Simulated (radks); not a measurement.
Results of a calculation; reference values are marked as such.
I11+, 42 electrons, occupied as [Kr] 4d6.

Code: a radial shooting solver on a logarithmic mesh with Libxc functionals. Model: scalar-relativistic Kohn-Sham, PBE, spin-polarised, spherical densities, finite nucleus; open shells are filled with parallel spins first (spin-orbit coupling, left out, can overturn this in heavy ions); Fermi nuclear charge, rms radius 4.75 fm.

Energy parts (Ry):
| part | energy |
|---|---|
| total | -14154.41370 |
| kinetic | 14860.76672 |
| electron-nucleus | -33601.76707 |
| Hartree | 4934.37907 |
| exchange-correlation | -347.79242 |

Orbitals (lengths in bohr, moments of r in powers of bohr; <r^-3> diverges for s and p1/2):
orbital  occ.  eigenvalue (Ry)  <r^-3>     <r^2>
1s up       1        -2439.912       -  0.001005
1s down     1        -2439.911       -  0.001005
2s up       1        -390.3311       -   0.01619
2s down     1        -390.2074       -   0.01619
2p up       3        -351.9683    5772   0.01282
2p down     3        -351.8729    5775   0.01281
3s up       1        -90.95853       -    0.1123
3s down     1        -90.89948       -    0.1122
3p up       3        -78.53168    1109    0.1125
3p down     3        -78.46393    1109    0.1123
3d up       5        -59.98053   153.1   0.09777
3d down     5        -59.87402   153.1   0.09765
4s up       1        -27.78403       -    0.5785
4s down     1        -27.38739       -    0.5786
4p up       3        -23.72774   239.0    0.6456
4p down     3        -23.33134   239.2    0.6471
4d up       5        -17.69301   27.98    0.7756
4d down     1        -17.30748   27.89    0.7824

The highest occupied level is 4d down at -235.48 eV. Spin moment in Bohr magnetons: 4. The spin density at the nucleus is -5.934 e/bohr^3 (1s -0.290, 2s -4.358, 3s 0.572, 4s -1.857). The density falls to 0.001 e/bohr^3 at r = 2.03 bohr.
